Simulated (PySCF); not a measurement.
A side-by-side comparison of computed properties.

First species: C5H9NO2Si.
SMILES: `CCO[C@]([SiH3])(C#N)C=O`

Second species: C5H9NO2Si.
Bonds: C1–N2, N2–Si3, N2–C4, C4–C5, C5–C6 (triple), C6–C7, C7–O8 (double), C7–O9. Hydrogens: H10, H11, H12 on C1; H13, H14, H15 on Si3; H16, H17 on C4; H18 on O9.

Levels: PBE0/pcSseg-1 for dipole moment, HOMO energy, LUMO energy and HOMO–LUMO gap; GFN2-xTB for rotational constant A and rotational constant C. Geometries: GFN2-xTB. All species are isolated and taken at one optimised geometry, non-relativistic unless stated; the electronic structure was computed with PySCF and density fitting.

Dipoles, sizes and rotational constants follow the conformer. The torsions of the flexible species, by atom-mapped SMILES:
- `[CH3:1][CH2:2][O:3][C@:4]([SiH3:5])([C:6]#[N:7])[CH:8]=[O:9]`: C1–C2–O3–C4 -67°, C2–O3–C4–Si5 -162°, O3–C4–C8–O9 -16°
- `[CH3:1][N:2]([SiH3:3])[CH2:4][C:5]#[C:6][C:7](=[O:8])[OH:9]`: C1–N2–C4–C5 -69°, H–O9–C7–C6 180°

Values for the first species:

```
Dipole moment         : 1.83 D
HOMO energy           : -7.92 eV
LUMO energy           : -1.61 eV
HOMO–LUMO gap         : 6.31 eV
Rotational constant A : 1.555 GHz
Rotational constant C : 1.004 GHz
```

Q: Estimate the same properties for the second species, and the change in each.

A: 
```json
{"property": "dipole moment", "first": "1.83 D", "second": "2.26 D", "second less first": "+0.43 D"}
{"property": "HOMO energy", "first": "-7.92 eV", "second": "-6.89 eV", "second less first": "+1.03 eV"}
{"property": "LUMO energy", "first": "-1.61 eV", "second": "-1.19 eV", "second less first": "+0.42 eV"}
{"property": "HOMO–LUMO gap", "first": "6.31 eV", "second": "5.70 eV", "second less first": "-0.61 eV"}
{"property": "rotational constant A", "first": "1.555 GHz", "second": "2.719 GHz", "second less first": "+1.164 GHz"}
{"property": "rotational constant C", "first": "1.004 GHz", "second": "0.545 GHz", "second less first": "-0.459 GHz"}
```

On the first: The dipole equals about 6.1 × 10⁻³⁰ C·m (1 D = 3.33564 × 10⁻³⁰ C·m).

On the second: A dipole of 2.26 D is allowed in C1, and pure rotational transitions are dipole-allowed. The dipole equals about 7.5 × 10⁻³⁰ C·m (1 D = 3.33564 × 10⁻³⁰ C·m).
